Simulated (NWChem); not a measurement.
A series in which one site is exchanged, each optimised at PBE0/def2-SVP with NWChem, gas phase unless a solvent is named. For some, no frequency run checked for a minimum. def2 effective core potentials on I, Au; no spin-orbit coupling.

A: [F][Au]<-[NH3] (AuNH$_{3}$F; site = F)
B: [NH3]->[Au][I] (AuNH₃I; site = I)
C: [NH3]->[AuH] (AuNH$_{4}$; site = H)
D: [NH3]->[Au][Br] (AuNH3Br; site = Br)

| quantity | A | B | C | D |
|---|---|---|---|---|
| dipole (D), PBE0/def2-SVP | ? | 8.84 | 6.19 | 8.85 |
| orbital gap (eV), PBE0/def2-SVP | ? | 5.30 | 6.53 | 5.80 |
| vertical ionisation energy, ΔSCF, CAM-B3LYP/def2-SVP (eV) | ? | 8.31 | 8.89 | 8.84 |
| static polarisability, CAM-B3LYP/def2-SVPD (bohr³) | ? | 81.4 | 49.0 | 66.1 |

### Question
Some entries are withheld; supply them.

### Answer

- dipole (D), PBE0/def2-SVP, A: 8.59
- orbital gap (eV), PBE0/def2-SVP, A: 6.75
- vertical ionisation energy, ΔSCF, CAM-B3LYP/def2-SVP (eV), A: 9.82
- static polarisability, CAM-B3LYP/def2-SVPD (bohr³), A: 41.9
